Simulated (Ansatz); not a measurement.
Wavefunction ladder for H$_{9}$NOSi$_{3}$ (`N[SiH]([SiH3])O[SiH3]`)

```xyz
14

N     1.154    0.793    1.377
Si   -0.306    0.810    0.490
Si    0.210    1.512   -1.685
O    -1.087   -0.637    0.398
Si   -0.800   -2.245    0.354
H     1.178    0.812    2.383
H     2.026    0.484    0.982
H    -1.237    1.718    1.205
H     0.565    2.957   -1.707
H    -0.930    1.286   -2.614
H     1.381    0.740   -2.193
H     0.318   -2.552   -0.580
H    -2.031   -2.927   -0.115
H    -0.441   -2.751    1.705
```

The species carries charge 0 and has multiplicity 1. The geometry is a stationary point of PBE0-D4/def2-TZVP. It is one conformer, not always the lowest. Frozen core, restricted reference, Ansatz. CBS rows extrapolate triple and quadruple zeta; past MP2 they add the triple-zeta difference.

```tsv
basis	HF (Eh)	MP2 corr.	CCSD corr.	(T)	CCSD(T) total
def2-TZVPP	-1001.56920	-0.82438	-0.88908	-0.03111	-1002.48939
def2-QZVPP	-1001.60395	-0.88742	–	–	–
CBS(def2)	-1001.60874	-0.93411	-0.99881	as TZ	-1002.63866
```
